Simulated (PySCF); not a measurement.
This PySCF input asks for the NMR shieldings of SMILES C=C(C)[SiH2]N([SiH3])[SiH](N)N, C3H15N3Si3; the geometry comes from GFN2-xTB.

```python
import basis_set_exchange as bse
import numpy as np
from pyscf import gto, dft
from pyscf.prop import nmr

atoms = """
C     3.390578   -1.077118   -0.434663
C     2.283983   -0.405128   -0.148492
C     2.223665    0.529274    1.021213
Si    0.730657   -0.591450   -1.214068
N    -0.601843    0.286906   -0.523768
Si   -0.732838    2.011085   -0.692846
Si   -1.795516   -0.622393    0.376455
N    -2.956272    0.506548    0.963336
N    -2.742279   -1.735552   -0.539405
H     4.293437   -0.988700    0.152538
H     3.438632   -1.749511   -1.274724
H     3.162726    0.541001    1.573134
H     2.000701    1.538702    0.676885
H     1.418911    0.232657    1.692745
H     0.961999   -0.084417   -2.572946
H     0.351807   -2.008946   -1.290924
H     0.404578    2.459460   -1.499823
H    -0.656940    2.643146    0.634336
H    -1.995022    2.365907   -1.342525
H    -1.092012   -1.430103    1.380940
H    -2.613746    1.263638    1.529207
H    -3.776957    0.109985    1.389609
H    -3.471075   -1.345219   -1.115949
H    -2.238912   -2.430009   -1.065782
"""
names = dict.fromkeys(["C", "Si", "N", "H"], "pcSseg-1")
basis = {el: gto.basis.parse(bse.get_basis(n, elements=[el], fmt="nwchem")) for el, n in names.items()}
mol = gto.M(atom=atoms, basis=basis, charge=0, verbose=0)
mf = dft.RKS(mol, xc="PBE0")
mf.grids.level = 2
mf.grids.alignment = dft.numint.BLKSIZE   # the property module wants whole blocks of grid points
mf.conv_tol = 1e-9
mf.kernel()

calc = nmr.RKS(mf)   # GIAO
C = mf.mo_coeff
Co = C[:, mf.mo_occ > 0]
resp = mf.gen_response(singlet=True, hermi=2)
def vind(x):   # induced exchange potential for any number of trial vectors
    d = np.einsum("pi,xij,qj->xpq", C, 2 * x.reshape(-1, C.shape[1], Co.shape[1]), Co, optimize=True)
    return np.einsum("xpq,pi,qj->xij", resp(d - d.transpose(0, 2, 1)), C, Co, optimize=True).ravel()
mo1, _ = nmr.rhf.solve_mo1(calc, with_cphf=vind)
sigma = calc.kernel(mo1)
for i, s in enumerate(sigma):   # ppm
    w = np.linalg.eigvalsh((s + s.T) / 2)
    print("%2d %-2s iso %8.1f  s11 %8.1f  s22 %8.1f  s33 %8.1f" % (i, mol.atom_pure_symbol(i), w.mean(), *w))
```

**Question.** What does it print?

**Answer.** 
```
 0 C  iso     54.6  s11    -65.4  s22     75.9  s33    153.2
 1 C  iso     33.9  s11    -83.0  s22     18.7  s33    166.1
 2 C  iso    157.6  s11    145.6  s22    148.3  s33    178.9
 3 Si iso    392.0  s11    342.1  s22    380.3  s33    453.7
 4 N  iso    243.7  s11    203.4  s22    255.1  s33    272.7
 5 Si iso    406.2  s11    375.2  s22    379.0  s33    464.4
 6 Si iso    381.3  s11    347.2  s22    375.9  s33    420.8
 7 N  iso    247.9  s11    216.7  s22    261.4  s33    265.4
 8 N  iso    236.2  s11    214.8  s22    225.4  s33    268.4
 9 H  iso     25.6  s11     22.0  s22     25.0  s33     29.7
10 H  iso     26.3  s11     22.7  s22     24.8  s33     31.4
11 H  iso     29.8  s11     26.2  s22     28.1  s33     35.1
12 H  iso     29.7  s11     25.4  s22     30.0  s33     33.6
13 H  iso     29.5  s11     25.0  s22     30.2  s33     33.3
14 H  iso     26.8  s11     22.7  s22     25.8  s33     31.9
15 H  iso     26.8  s11     22.2  s22     27.6  s33     30.6
16 H  iso     27.1  s11     23.8  s22     25.8  s33     31.6
17 H  iso     27.0  s11     24.1  s22     24.6  s33     32.2
18 H  iso     26.6  s11     22.6  s22     24.8  s33     32.3
19 H  iso     26.5  s11     22.5  s22     25.5  s33     31.4
20 H  iso     31.2  s11     23.4  s22     28.7  s33     41.4
21 H  iso     31.1  s11     23.3  s22     26.9  s33     43.0
22 H  iso     30.9  s11     24.5  s22     27.2  s33     41.1
23 H  iso     30.9  s11     23.3  s22     28.0  s33     41.4
```

These numbers come from an equivalent density-fitted implementation of the same equations, which agrees with the script to about 0.01 ppm for H and up to a few tenths of a ppm for heavy atoms, so last digits may differ.

**Question.** Turn these shieldings into chemical shifts. δ = σ(ref) − σ, references computed at the same level: ¹³C (σref 186.93), ²⁹Si (σref 349.16), ¹H (σref 31.72) vs TMS; NH3 for ¹⁵N (σref 267.73).

**Answer.** Averaging equivalent atoms: C 1: 153.0; C 0: 132.3; C 2: 29.3; Si 6: -32.1; Si 3: -42.9; Si 5: -57.0; N 7/8: 25.7; N 4: 24.0; H 9: 6.16; H 10: 5.39; H 19: 5.22; H 14/15: 4.92; H 16/17/18: 4.85; H 11/12/13: 2.05; H 20/21/22/23: 0.69 ppm. Experimental scales use liquid or dissolved standards, which lie at an offset from isolated NH3 (liquid NH3: subtract about 20 ppm).

Size and cost of the density-fitted run: 249 basis functions, 61 s wall time on 1 thread of an Arm Neoverse V1, shared host; peak memory 1.2 GiB.
